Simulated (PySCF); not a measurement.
V²⁺: excitation energy

V²⁺ [Ar] 3d3 (4F) → V²⁺ [Ar] 3d2 4s1 (4F), as a difference of total energies. Computed with PySCF 2.14 in aug-cc-pVQZ-DK, with the spin-free X2C one-electron Hamiltonian (Gaussian nucleus). Correlated levels: valence: [Ar] frozen. The calculations carry no spin-orbit coupling.

```csv
method,excitation energy (eV)
UHF,5.058
LDA,5.558
PBE,5.495
PBE0,5.564
r2SCAN,5.763
BHandHLYP,5.421
PBEsol,5.592
B97-3,5.636
MP2 (valence),5.280
SCS-MP2 (valence),5.132
```

How much does correlation contribute at MP2 (valence)?

5.280 − (5.058) = 0.222 eV, measured against UHF.

A first-order spin-orbit estimate (lowest level to lowest level, LS coupling) adds -0.007 eV.
